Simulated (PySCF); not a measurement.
Match each property card to its molecule.

Structures:
1. `CNC(=S)C#CC1=CC1`
2. `C(CC)/C(=N\[H])C=C`
3. `CC(C)(C)C(=O)Cl`

Card P (geometry GFN2-xTB):
* Rotational constants A, B, C: 3.009, 1.754, 1.464 GHz
* Static isotropic polarisability (CAM-B3LYP/def2-SVPD): 76.4 au
* Lowest triplet excitation (Tamm–Dancoff) (TDA CAM-B3LYP/def2-SVPD): 4.59 eV
* HOMO energy (CAM-B3LYP/def2-SVPD): -9.78 eV
* Strongest line among the 8 lowest singlet transitions (TDDFT CAM-B3LYP/def2-SVPD): S5 at 7.95 eV (156 nm, f = 0.076)

Card Q (geometry GFN2-xTB):
- Rotational constants A, B, C: 2.396, 0.643, 0.526 GHz
- Static isotropic polarisability (CAM-B3LYP/def2-SVPD): 130.9 au
- Point group: C1
- Strongest line among the 8 lowest singlet transitions (TDDFT CAM-B3LYP/def2-SVPD): S8 at 5.87 eV (211 nm, f = 0.348)
- Lowest triplet excitation (Tamm–Dancoff) (TDA CAM-B3LYP/def2-SVPD): 2.41 eV
- Lowest singlet excitation (TDDFT CAM-B3LYP/def2-SVPD): 2.74 eV (452 nm, f = 0.003)
- HOMO energy (CAM-B3LYP/def2-SVPD): -7.36 eV

Card R (geometry GFN2-xTB):
* Rotational constants A, B, C: 3.493, 2.020, 1.561 GHz
* Static isotropic polarisability (CAM-B3LYP/def2-SVPD): 80.3 au
* HOMO energy (CAM-B3LYP/def2-SVPD): -8.80 eV
* Lowest triplet excitation (Tamm–Dancoff) (TDA CAM-B3LYP/def2-SVPD): 3.64 eV
* Dipole moment (CAM-B3LYP/def2-SVPD): 2.45 D

All species are isolated and taken at one optimised geometry, non-relativistic unless stated. Electronic properties by PySCF.

Q: Which card belongs to which structure?

A: P = 3, Q = 1, R = 2. What ties each card to its structure:
- 1 (card Q), C7H7NS, monoisotopic mass 137.0 u, 9 heavy atoms: an asymmetric top with C = 0.526 GHz, the lowest such constant on the cards; polarisability 130.9 au for 72 electrons, the largest shown.
- 2 (card R), C6H11N, monoisotopic mass 97.1 u, 7 heavy atoms: an asymmetric top with C = 1.561 GHz, the highest such constant on the cards; polarisability 80.3 au for 54 electrons; dipole 2.45 D.
- 3 (card P), C5H9ClO, monoisotopic mass 120.0 u, 7 heavy atoms: an asymmetric top with C = 1.464 GHz; polarisability 76.4 au for 64 electrons, the smallest shown.
